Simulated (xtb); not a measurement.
Cl3Te (SMILES Cl[Te](Cl)Cl), doublet, geometry from GFN2-xTB (the spin is typed, not shown lowest), atoms displaced at random by about 0.06 Å a coordinate; GFN2-xTB (xtb).

Here is a job for xtb.
```
$ xtb mol.xyz --gfn 2 --chrg 0 --uhf 1 --ohess --json

# file mol.xyz
4

Te     0.22961639     0.03656336     0.39230645
Cl     2.23747982    -0.01547093    -1.26366541
Cl    -1.75679448    -0.81408134     1.42578584
Cl    -1.18224970     0.64408152    -1.36811403
```

Problem. What does xtb print? Leave out banner, timings and long lists.

Solution. 
```
   ID    Z sym.   atoms
    1   52 Te     1
    2   17 Cl     2-4

           -------------------------------------------------
          |                Calculation Setup                |
           -------------------------------------------------

           -------------------------------------------------
          |                 G F N 2 - x T B                 |
           -------------------------------------------------

          ...................................................
          :                      SETUP                      :
          :.................................................:
          :  # basis functions                  40          :
          :  # atomic orbitals                  36          :
          :  # shells                           12          :
          :  # electrons                        27          :
          :  max. iterations                   250          :
          :  Hamiltonian                  GFN2-xTB          :
          :  restarted?                      false          :
          :  GBSA solvation                  false          :
          :  PC potential                    false          :
          :  electronic temp.          300.0000000     K    :
          :  accuracy                    1.0000000          :
          :  -> integral cutoff          0.2500000E+02      :
          :  -> integral neglect         0.1000000E-07      :
          :  -> SCF convergence          0.1000000E-05 Eh   :
          :  -> wf. convergence          0.1000000E-03 e    :
          :  Broyden damping             0.4000000          :
          :  net charge                          0          :
          :  unpaired electrons                  1          :
          ...................................................

 iter      E             dE          RMSdq      gap      omega  full diag
   1    -16.5732792 -0.165733E+02  0.155E+01    2.60       0.0  T
   2    -15.9375230  0.635756E+00  0.144E+01    2.24       1.0  T
   3    -16.4806793 -0.543156E+00  0.120E+01    2.19       1.0  T
   4    -16.7929074 -0.312228E+00  0.471E+00    2.61       1.0  T
   5    -16.6912769  0.101631E+00  0.500E+00    2.44       1.0  T
   6    -16.7790122 -0.877353E-01  0.179E+00    2.60       1.0  T
   7    -16.7943838 -0.153716E-01  0.110E+00    2.58       1.0  T
   8    -16.7947407 -0.356883E-03  0.547E-01    2.57       1.0  T
   9    -16.7961772 -0.143657E-02  0.284E-01    2.58       1.0  T
  10    -16.7964624 -0.285172E-03  0.160E-01    2.57       1.0  T
  11    -16.7965389 -0.764373E-04  0.446E-02    2.57       1.1  T
  12    -16.7965369  0.192299E-05  0.426E-02    2.57       1.2  T
  13    -16.7965437 -0.680776E-05  0.272E-02    2.57       1.8  T
  14    -16.7965470 -0.322545E-05  0.139E-02    2.57       3.6  T
  15    -16.7965470 -0.156736E-08  0.666E-03    2.57       7.5  T
  16    -16.7965470 -0.616487E-07  0.507E-03    2.57       9.9  T
  17    -16.7965471 -0.585494E-07  0.870E-04    2.57      57.5  T
  18    -16.7965471 -0.291134E-08  0.392E-04    2.57     127.5  T

   *** convergence criteria satisfied after 18 iterations ***

         :::::::::::::::::::::::::::::::::::::::::::::::::::::
         ::                     SUMMARY                     ::
         :::::::::::::::::::::::::::::::::::::::::::::::::::::
         :: total energy             -16.793667106659 Eh    ::
         :: gradient norm              0.030703560279 Eh/a0 ::
         :: HOMO-LUMO gap              2.569016021099 eV    ::
         ::.................................................::
         :: SCC energy               -16.796546067136 Eh    ::
         :: -> isotropic ES            0.011888125412 Eh    ::
         :: -> anisotropic ES          0.002295501995 Eh    ::
         :: -> anisotropic XC         -0.002426236619 Eh    ::
         :: -> dispersion             -0.004638592299 Eh    ::
         :: repulsion energy           0.002878960476 Eh    ::
         :: add. restraining           0.000000000000 Eh    ::
         :: total charge               0.000000000013 e     ::
         :::::::::::::::::::::::::::::::::::::::::::::::::::::

      -----------------------------------------------------------
     |                   =====================                   |
     |                        A N C O P T                        |
     |                   =====================                   |
     |               Approximate Normal Coordinate               |
     |                Rational Function Optimizer                |
      -----------------------------------------------------------
      -----------------------------------------------------------
     |                   =====================                   |
     |                        A N C O P T                        |
     |                   =====================                   |
     |               Approximate Normal Coordinate               |
     |                Rational Function Optimizer                |
      -----------------------------------------------------------

          ...................................................
          :                      SETUP                      :
          :.................................................:
          :   optimization level            normal          :
          :   max. optcycles                   200          :
          :   ANC micro-cycles                  20          :
          :   degrees of freedom                 6          :
          :.................................................:
          :   RF solver                   davidson          :
          :   write xtbopt.log                true          :
          :   linear?                        false          :
          :   energy convergence         0.5000000E-05 Eh   :
          :   grad. convergence          0.1000000E-02 Eh/α :
          :   maxmium RF displ.          1.0000000          :
[...]
 * total energy  :   -16.7936671 Eh     change       -0.2886082E-09 Eh
 * total energy  :   -16.7914412 Eh     change        0.2225920E-02 Eh
 * total energy  :   -16.7972415 Eh     change       -0.5800303E-02 Eh
 * total energy  :   -16.7973640 Eh     change       -0.1225326E-03 Eh
 * total energy  :   -16.7976948 Eh     change       -0.3308200E-03 Eh
 * total energy  :   -16.7976942 Eh     change        0.6062317E-06 Eh
 * total energy  :   -16.7976955 Eh     change       -0.1274975E-05 Eh
   *** GEOMETRY OPTIMIZATION CONVERGED AFTER 7 ITERATIONS ***
         :: total energy             -16.797695511314 Eh    ::
[...]

 Mol. C6AA /au·bohr⁶  :       2513.835359
 Mol. C8AA /au·bohr⁸  :     156875.628767
 Mol. α(0) /au        :         83.330751

Wiberg/Mayer (AO) data.
largest (>0.10) Wiberg bond orders for each atom

 ---------------------------------------------------------------------------
     #   Z sym  total        # sym  WBO       # sym  WBO       # sym  WBO
 ---------------------------------------------------------------------------
     1  52 Te   3.551 --     4 Cl   1.298     2 Cl   1.127     3 Cl   1.126
     2  17 Cl   1.340 --     1 Te   1.127     3 Cl   0.143
     3  17 Cl   1.340 --     1 Te   1.126     2 Cl   0.143
     4  17 Cl   1.439 --     1 Te   1.298
 ---------------------------------------------------------------------------

Topologies differ in total number of bonds
Writing topology from bond orders to xtbtopo.mol

molecular dipole:
                 x           y           z       tot (Debye)
 q only:        0.032       0.265       0.124
   full:        0.181       0.357       0.363       1.373
molecular quadrupole (traceless):
                xx          xy          yy          xz          yz          zz
 q only:       -2.310      -0.832       2.042       3.422       0.859       0.268
  q+dip:       -3.392      -0.809       3.032       4.685       1.770       0.360
   full:       -4.083      -1.177       3.622       5.819       1.885       0.461

           -------------------------------------------------
          |               Frequency Printout                |
           -------------------------------------------------
 projected vibrational frequencies (cm⁻¹)
eigval :       -0.00    -0.00    -0.00     0.00     0.00     0.00
eigval :       81.12    86.67   137.15   264.23   288.03   363.44
 reduced masses (amu)
   1: 76.00   2: 55.51   3: 66.88   4: 71.89   5: 67.32   6: 41.67   7: 64.01   8: 55.97
   9: 43.80  10: 64.95  11: 40.25  12: 53.63
 IR intensities (km·mol⁻¹)
   1:  0.02   2:  0.09   3:  0.04   4:  0.06   5:  0.06   6:  0.36   7:  3.62   8:  4.49
   9:  4.06  10:113.07  11:  0.89  12:  7.80
 Raman intensities (Ä⁴*amu⁻¹)
   1:  0.00   2:  0.00   3:  0.00   4:  0.00   5:  0.00   6:  0.00   7:  0.00   8:  0.00
   9:  0.00  10:  0.00  11:  0.00  12:  0.00
 output can be read by thermo (or use thermo option).
 writing <g98.out> molden fake output.
 recommended (thermochemical) frequency scaling factor: 1.0
           -------------------------------------------------
          |             Thermodynamic Functions             |
           -------------------------------------------------

cs  symmetry found (for desy threshold:  0.10E+00) used in thermo

          ...................................................
          :                      SETUP                      :
          :.................................................:
          :  # frequencies                           6      :
          :  # imaginary freq.                       0      :
          :  linear?                             false      :
          :  only rotor calc.                    false      :
          :  symmetry                               cs      :
          :  rotational number                       1      :
          :  scaling factor                  1.0000000      :
          :  rotor cutoff                   50.0000000 cm⁻¹ :
          :  imag. cutoff                  -20.0000000 cm⁻¹ :
          :.................................................:

    mode    ω/cm⁻¹     T·S(HO)/kcal·mol⁻¹    T·S(FR)/kcal·mol⁻¹   T·S(vib)
   ------------------------------------------------------------------------
       1     81.12    -1.15190 ( 87.39%)    -0.91302 ( 12.61%)    -1.12178
       2     86.67    -1.11325 ( 90.03%)    -0.89344 (  9.97%)    -1.09133
       3    137.15    -0.84771 ( 98.26%)    -0.75753 (  1.74%)    -0.84614
       4    264.23    -0.48707 ( 99.87%)    -0.56332 (  0.13%)    -0.48717
       5    288.03    -0.44291 ( 99.91%)    -0.53778 (  0.09%)    -0.44299
   ------------------------------------------------------------------------

   temp. (K)  partition function   enthalpy   heat capacity  entropy
                                   cal/mol     cal/K/mol   cal/K/mol   J/K/mol
 298.15  VIB   41.7                 2162.846     10.583     14.488
         ROT  0.487E+06              888.752      2.981     29.005
         INT  0.203E+08             3051.599     13.564     43.493
         TR   0.346E+28             1481.254      4.968     42.232
         TOT                        4532.8526    18.5319    85.7255   358.6754

       T/K    H(0)-H(T)+PV         H(T)/Eh          T*S/Eh         G(T)/Eh
   ------------------------------------------------------------------------
    298.15    0.722356E-02    0.100044E-01    0.407309E-01   -0.307265E-01
   ------------------------------------------------------------------------

         :::::::::::::::::::::::::::::::::::::::::::::::::::::
         ::                  THERMODYNAMIC                  ::
         :::::::::::::::::::::::::::::::::::::::::::::::::::::
         :: total free energy         -16.828422058008 Eh   ::
         ::.................................................::
         :: total energy              -16.797695511303 Eh   ::
         :: zero point energy           0.002780833665 Eh   ::
         :: G(RRHO) w/o ZPVE           -0.033507380370 Eh   ::
         :: G(RRHO) contrib.           -0.030726546704 Eh   ::
         :::::::::::::::::::::::::::::::::::::::::::::::::::::

optimized geometry written to: xtbopt.xyz

           -------------------------------------------------
          | TOTAL ENERGY              -16.797695511303 Eh   |
          | TOTAL ENTHALPY            -16.787691117206 Eh   |
          | TOTAL FREE ENERGY         -16.828422058008 Eh   |
          | GRADIENT NORM               0.000285570054 Eh/α |
          | HOMO-LUMO GAP               2.642045152898 eV   |
           -------------------------------------------------

normal termination of xtb
```
